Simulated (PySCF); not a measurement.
BiB: energy against distance

Set-up: Bi x2c-TZVPPall, B x2c-TZVPPall; spin-free X2C with a Gaussian nucleus (PySCF 2.14). Energies in eV from Bi + B in their ground configurations at the same level. All curves are PBE0. state 1: triplet, unpaired electrons σ ↑, π ↑, a mixture of terms (⟨Lz²⟩ = 1.4); state 2: Ms = 0 determinant of mixed spin (⟨S²⟩ near 1.0), unpaired electrons σ ↓, π ↑, a mixture of terms (⟨Lz²⟩ = 1.4), a second solution, started from another occupation; state 3: triplet, unpaired electrons π ↑↑, a mixture of terms (⟨Lz²⟩ = 0.4), a second solution, started from another occupation; state 4: Ms = 0 determinant of mixed spin (⟨S²⟩ near 1.0), unpaired electrons π ↑↓, a mixture of terms (⟨Lz²⟩ = 2.4), a second solution, started from another occupation.

| R (Å) | state 1 | state 2 | state 3 | state 4 |
| --- | --- | --- | --- | --- |
| 1.832 | -1.236 | -1.075 | 0.599 | 0.848 |
| 1.917 | -1.817 | -1.664 | -0.301 | -0.051 |
| 2.002 | -2.134 | -1.989 | -0.922 | -0.671 |
| 2.066 | -2.245 | -2.105 | -1.248 | -0.996 |
| 2.130 | -2.273 | -2.138 | -1.480 | -1.227 |
| 2.194 | -2.239 | -2.108 | -1.637 | -1.382 |
| 2.279 | -2.123 | -1.998 | -1.754 | -1.497 |
| 2.386 | -1.907 | -1.789 | -1.791 | -1.529 |
| 2.513 | -1.598 | -1.488 | -1.726 | -1.458 |
| 2.684 | -1.200 | -1.070 | -1.530 | -1.249 |

Put a parabola through the three lowest points of the state 1 curve and estimate Re, k and ωe (reduced mass 10.46 u; 1 eV/Å² = 0.16022 mdyn/Å; ωe = 1302.8·√(k/μ) cm⁻¹).

Through R = 2.066, 2.13, 2.194 Å the second-order coefficient is 7.57 eV/Å², so Re ≈ 2.127 Å, k ≈ 2.43 mdyn/Å and ωe ≈ 627 cm⁻¹. A polynomial fit of higher order to the unrounded PBE0 energies gives Re = 2.124 Å, k = 2.51 mdyn/Å, ωe = 638 cm⁻¹; anharmonicity and rounding make the difference.

The higher-order fit for each curve: state 1: Re = 2.124 Å, ωe = 638 cm⁻¹, De = 2.27 eV; state 2: Re = 2.129 Å, ωe = 633 cm⁻¹, minimum 2.14 eV below the ground-state fragments; state 3: Re = 2.372 Å, ωe = 450 cm⁻¹, minimum 1.79 eV below the ground-state fragments; state 4: Re = 2.366 Å, ωe = 457 cm⁻¹, minimum 1.53 eV below the ground-state fragments.

⟨S²⟩ of the unrestricted solution departs from its pure value on part of the curve, where spin states mix. These are scalar-relativistic numbers at best; spin–orbit coupling would shift them, the dissociation energy most. The state was picked by a PBE0 search and need not be the measured ground state.
